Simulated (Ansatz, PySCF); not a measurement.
HO2, charge -1, singlet, geometry from GFN2-xTB (in this run its highest filled SCF level lies above zero, so its values depend strongly on the basis, on diffuse functions most of all). Base run: PySCF with CASSCF(4,3)/STO-3G.

Input for PySCF:
```python
from pyscf import gto, scf, mcscf
import numpy

mol = gto.M(
    atom='''
O     0.05490534    0.78093785   -0.03251581
O     0.03987144   -0.67586595   -0.02806914
H    -0.75821429   -0.84057518    0.48467963
''',
    basis='sto-3g',
    charge=-1,
    verbose=3,
)

mf = scf.RHF(mol)
mf.kernel()
mc = mcscf.CASSCF(mf, 3, 4)
mc.fix_spin_(ss=0.0)
mc.kernel()
occ = numpy.linalg.eigvalsh(mc.fcisolver.make_rdm1(mc.ci, mc.ncas, mc.nelecas))[::-1]
ss = mc.fcisolver.spin_square(mc.ci, mc.ncas, mc.nelecas)[0]
print('natural occupations', occ.round(4), ' <S^2>', round(ss, 4))
```

Programs used: Ansatz (a first-principles code), PySCF; a row that names a program was run with it.

Variants of this job, named by their change:

| change | ΔE vs base (mEh) | natural occupations | <S^2> of the state |
|---|---|---|---|
| base | 0.000 | 2.00 1.96 0.05 | 0.00 |
| start = MP2 natural orbitals | 0.000 | 2.00 1.96 0.05 | 0.00 |
| conv_tol = 1e-5 | 1.920 | 1.99 1.96 0.05 | 0.00 |
| code = ansatz | 0.001 | - | - |
| fix_spin_ = off | 0.000 | 2.00 1.96 0.05 | 0.00 |
| orbitals = fixed (CASCI); correction = SC-NEVPT2 | -14.481 | 2.00 2.00 0.00 | 0.00 |
| state_average = 2 states | 2.837 | - | - |
| active space = 2 electrons, 3 orbitals | 31.775 | 1.99 0.01 0.00 | 0.00 |
| orbitals = fixed (CASCI) | 33.044 | 2.00 2.00 0.00 | 0.00 |
| active space = 4 electrons, 4 orbitals | -24.224 | 1.97 1.95 0.05 0.03 | 0.00 |
| active space = 6 electrons, 5 orbitals | -26.136 | 1.99 1.97 1.95 0.05 0.03 | 0.00 |

Active orbitals are taken around the Fermi level unless the row says otherwise; CASSCF can end in different local minima, and two programs can end on different orbitals. State-averaged rows give the lowest state.
